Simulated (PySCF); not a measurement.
## In (indium, neutral) across methods

[Kr] 4d10 5s1 5p1 6s1, high-spin 4P determinant (an excited configuration). Calculation: PySCF 2.14, in aug-cc-pwCVDZ-PP with ECP28MDF (6s5p4d1f, 48 functions); a scalar-relativistic core potential. The B2PLYP total includes its PT2 part (frozen core); its orbital energies are those of the SCF part.

```csv
method,E (hartree),mean ε 5s α (eV),mean ε 5p α (eV),mean ε 6s α (eV),Σ⟨r²⟩ (bohr²),⟨S²⟩
LDA,-189.4730,-12.722,-5.911,-1.821,94.71,3.751
UHF,-188.96056,-16.185,-9.056,-2.680,98.67,3.752
TPSS,-189.7288,-12.400,-5.871,-1.752,96.61,3.751
PBE,-189.8073,-12.417,-5.831,-1.789,95.79,3.751
BLYP,-189.7598,-12.279,-5.614,-1.566,95.71,3.751
PBE0,-189.8132,-13.527,-6.743,-2.085,96.36,3.751
r2SCAN0,-189.8495,-13.841,-7.012,-2.022,96.31,3.752
r2SCAN,-189.8763,-12.801,-6.192,-1.745,96.15,3.753
B2PLYP,-189.5316,-14.482,-7.475,-2.175,97.10,3.751
```

Energies and moments cover only the electrons outside the core potential. The outer electron is Rydberg-like, and this basis confines it to a smaller radius and binds it less than a complete one would.
